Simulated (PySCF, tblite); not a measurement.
One entry of a table of gas-phase calculations, keyed by method. Lists by class give the value and the number of equivalent atoms.

```json
{
 "formula": "C6H12N",
 "smiles": "C=N[C@H](C)C[CH]C",
 "inchi": "InChI=1S/C6H12N/c1-4-5-6(2)7-3/h4,6H,3,5H2,1-2H3/t6-/m1/s1",
 "charge": 0,
 "multiplicity": 2,
 "geometry_level": "GFN2-xTB",
 "atoms_angstrom": [
  ["C", -1.782, 1.523, -0.216],
  ["N", -1.595, 0.558, 0.56],
  ["C", -0.75, -0.525, 0.172],
  ["C", -1.384, -1.834, 0.632],
  ["C", 0.638, -0.323, 0.876],
  ["C", 1.402, 0.797, 0.311],
  ["C", 2.231, 0.647, -0.904],
  ["H", -2.397, 2.345, 0.121],
  ["H", -1.367, 1.595, -1.229],
  ["H", -0.575, -0.549, -0.919],
  ["H", -1.541, -1.806, 1.706],
  ["H", -2.347, -1.971, 0.146],
  ["H", -0.743, -2.676, 0.384],
  ["H", 1.187, -1.259, 0.753],
  ["H", 0.43, -0.16, 1.935],
  ["H", 1.224, 1.792, 0.682],
  ["H", 1.76, 1.118, -1.775],
  ["H", 2.401, -0.403, -1.136],
  ["H", 3.198, 1.141, -0.778]
 ],
 "electronic_structure_code": "PySCF",
 "results": {
  "GFN2-xTB geometry": {
   "point_group": "C1",
   "rotational_constants_GHz": [3.471, 1.866, 1.398]
  },
  "GFN2-xTB harmonic vibrations, gas phase": {
   "strongest_ir_bands_cm-1_km_per_mol_modes": [
    [1726.1, 68.8, 1],
    [2797.2, 70.1, 1],
    [2853.8, 126.7, 1],
    [2953.5, 37.8, 1],
    [2959.6, 39.6, 1],
    [3104.7, 51.3, 1]
   ],
   "zpe_kcal_per_mol": 102.4
  },
  "UKS B3LYP, pcH-1 on C H N, non-relativistic, mean-field spin-orbit, GIAO": {
   "g_iso": 2.00265,
   "g_tensor": [2.00219, 2.0028, 2.00296],
   "s2": 0.754,
   "a_iso_by_class_MHz": [
    ["13C", 97.3, 1],
    ["13C", 75.8, 1],
    ["1H", 75.3, 3],
    ["1H", -60.8, 1],
    ["1H", 34.6, 1]
   ],
   "spin_populations_mulliken_by_atom": [0.01, 0.0, 0.06, 0.0, -0.09, 1.02, -0.08, 0.0, 0.0, 0.0, 0.0, 0.0, 0.0, 0.01, 0.01, -0.04, 0.05, 0.0, 0.03]
  }
 }
}
```

The zero-point energy, half the sum of the 51 harmonic wavenumbers, equals 35810 cm⁻¹ or 428 kJ/mol. g_iso is shifted by about +330 ppm from the free-electron value 2.002319; the principal values span 0.0008.

 In GFN2-xTB open shells enter through the occupations alone, without spin polarisation, so single modes can be far off. Hyperfine couplings depend on the geometry, which wasn't re-optimised at a DFT level. Couplings of like nuclei are plain means over topologically equivalent atoms, as if these changed places fast (by rotation of a methyl-like group, say); in this geometry the members of some sets differ.

For the EPR job (B3LYP), on an Arm Neoverse V1 with one thread, shared host with 64 logical CPUs at a one-minute load of 158, this took 78 s (grids of density and orbitals included) and 1.0 GiB of memory at its peak.

Shape of the structure used: `[CH2:1]=[N:2][C@H:3]([CH3:4])[CH2:5][CH:6][CH3:7]`: C1–N2–C3–C4 -140°, N2–C3–C5–C6 -71°, C3–C5–C6–C7 -83°.

One conformer stands for the species.
